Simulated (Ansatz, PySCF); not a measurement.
C2H5NO2Si, SMILES C1[Si@H](OCN=1)O. Atoms are numbered in the order given.

```xyz
11

O      1.8569     0.3807     1.0725
Si     0.5441     0.7361     0.1291
C     -1.1451     0.1901     0.7789
N     -1.6755    -0.6785     0.0046
C     -0.8661    -0.9819    -1.1619
O      0.3517    -0.2681    -1.1958
H      1.9586    -0.5277     1.3753
H      0.7296     2.1572    -0.2277
H     -1.6990     0.4784     1.6843
H     -0.6678    -2.0680    -1.1680
H     -1.4623    -0.7408    -2.0588
```
Charge 0, spin multiplicity 1.

Geometry optimised at ωB97X-D3(BJ)/def2-SVP. The structure was generated by enumeration; whether it is a known compound was not checked. Other conformers were not sampled.

Two levels are set side by side: PBE-D3(BJ)/def2-SVP (Ansatz, a first-principles code) and ωB97X-D3(BJ)/def2-SVP (PySCF). Each level has its own optimised geometry; the coordinates shown are those of the second. Frequencies come from the Hessian of PySCF at each geometry. Differences are taken from unrounded values.

| quantity | ωB97X-D3(BJ) | PBE-D3(BJ) | PBE-D3(BJ) minus ωB97X-D3(BJ) |
|---|---|---|---|
| mean bond length (Å) | 1.374 | 1.385 | 0.011 |
| bond O1–Si2 (Å) | 1.655 | 1.672 | 0.017 |
| bond Si2–C3 (Å) | 1.890 | 1.902 | 0.011 |
| bond Si2–O6 (Å) | 1.674 | 1.696 | 0.022 |
| bond C3–N4 (Å) | 1.279 | 1.292 | 0.013 |
| bond N4–C5 (Å) | 1.452 | 1.450 | -0.002 |
| bond C5–O6 (Å) | 1.412 | 1.419 | 0.007 |
| bond O1–H7 (Å) | 0.963 | 0.974 | 0.011 |
| bond Si2–H8 (Å) | 1.477 | 1.491 | 0.014 |
| bond C3–H9 (Å) | 1.100 | 1.108 | 0.008 |
| bond C5–H10 (Å) | 1.104 | 1.115 | 0.011 |
| bond C5–H11 (Å) | 1.104 | 1.115 | 0.011 |
| highest harmonic wavenumber (cm⁻¹) | 3932 | 3757 | -175 |
| mean harmonic wavenumber (cm⁻¹) | 1280 | 1218 | -62 |
| zero-point energy (kcal/mol) | 49.39 | 47.00 | -2.39 |

GGA bonds tend to be longer and softer than those of functionals with exact exchange. Differences between two approximate levels are no errors against the true value.
